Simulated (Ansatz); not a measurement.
Consider the cleavage of the B–Ge bond: `[BH2][GeH2][O][SiH2]F` + `N=C(N)F` → `BNC(=N)F` + `F[SiH2][O][GeH3]`.

Isolated molecules relaxed with PBE0-D4/def2-TZVP in Ansatz; ΔE leaves out vibrations. CCSD(T)/CBS is the MP2 limit (def2-TZVPP, def2-QZVPP) plus CCSD(T) − MP2 in def2-TZVPP, frozen cores. Functionals use def2-TZVPP. B3LYP here is the variant with VWN-RPA as its local correlation; programs differ in this. For Ge outer-core shells are correlated without core-valence functions, which leaves a few kJ/mol of doubt a bond. Scalar relativity is left out up to krypton. Each species was taken in one conformer, which may not be the lowest.

```csv
level,ΔE (kcal/mol)
r2SCAN-D4,-32.8
B3LYP-D4,-33.6
B2PLYP,-33.9
r2SCAN,-32.8
HF/def2-TZVPP,-33.0
MP2/def2-TZVPP,-34.2
HF/def2-QZVPP,-33.3
MP2/def2-QZVPP,-33.9
```

Problem. What does CCSD(T)/CBS give? (Estimate.)

Solution. Computed: -32.9 kcal/mol. The listed levels differ from it by 0.1, -0.7, -1.0, 0.1, -0.1, -1.3, -0.4, -1.0 kcal/mol.

Largest T1 diagnostic among the species: 0.014.
